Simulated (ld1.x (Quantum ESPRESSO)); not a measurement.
## Transferability test, PAW potential for hafnium

- Element: hafnium
- Generator: ld1.x (Quantum ESPRESSO) 7.5
- Type: PAW
- Functional: LDA (PZ)
- Relativity: fully relativistic
- Frozen core: [Kr] 4d10 4f14 5s2
- Valence charge: 10
- Reference configuration: 5p6 5d2 6s1 6p0 (charge +1)
- Partial waves: 6s (bound): rcut 2.75, rcutus 2.95 bohr; 6s channel at 2.45 Ry: rcut 2.75, rcutus 2.95 bohr; 5p (bound): rcut 1.95, rcutus 2.40 bohr; 6p (bound, empty): rcut 1.95, rcutus 2.40 bohr; 5d (bound): rcut 2.10, rcutus 2.85 bohr; 5d channel at -0.4 Ry: rcut 2.10, rcutus 2.85 bohr
- Local potential: all-electron potential smoothed inside 2.20 bohr (lloc = -1)
- Core correction: Bessel-smoothed model core inside 1.45 bohr
- Augmentation charge: BESSEL, radius 2.00 bohr

Open shells are filled in proportion to 2j + 1 (rel_dist='average').

Energies are relative to the spin-unpolarised reference configuration 5p6 5d2 6s1 6p0; without spin polarisation the order of configurations can differ from experiment. Not all tests gave a result: test run stopped at test 5 of 7 (negative rho), 1 before it not solved. Left out of the table: 5p6 5d1 6s0 6p0 (solver errors, printed error -460 eV).

```tsv
valence configuration	charge	ΔE all-electron (eV)	error AE − PS (meV)
5p6 5d2 6s2 6p0	0	-8.200	+2.3
5p6 5d2 6s0 6p0	+2	14.502	+6.5
5p6 5d3 6s0 6p0	+1	2.030	-2.9
```

Levels in the configuration 5p6 5d2 6s0 6p0:

| level | all-electron (eV) | pseudo (eV) |
| --- | --- | --- |
| 5p j=1/2 | -56.524 | -56.550 |
| 5p j=3/2 | -48.653 | -48.675 |
| 5d j=3/2 | -17.362 | -17.374 |
| 5d j=5/2 | -16.780 | -16.790 |

The ghost test of this file was not conclusive.
